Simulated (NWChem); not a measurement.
GeHSCl, singlet; SMILES [SH][Ge][Cl]

```xyz
4

Ge     0.7507     0.0092     0.0000
Cl    -0.6913     1.6671     0.0000
S     -0.7770    -1.6269     0.0000
H      0.1616    -2.6024     0.0000
```
Atoms are numbered in this order, from 1.

Computed with NWChem. Low-valent species are run as closed-shell singlets; no triplet was tried in these runs. Coordinates come from a PBE0/def2-SVP optimisation. B3LYP is NWChem's, with the RPA form of VWN correlation. Ions are spin-unrestricted doublets at the neutral geometry; other ion states weren't tried.

Problem. Among these, which level gives the lowest value of “vertical ionisation energy, ΔSCF (eV)”?
A) LRC-wPBEh/def2-SVP
B) B3LYP/def2-SVP
C) CAM-B3LYP/def2-SVP
D) Hartree-Fock/def2-SVP

Solution. D, Hartree-Fock/def2-SVP. Values: Hartree-Fock/def2-SVP 8.93; B3LYP/def2-SVP 9.54; CAM-B3LYP/def2-SVP 9.66; LRC-wPBEh/def2-SVP 9.68
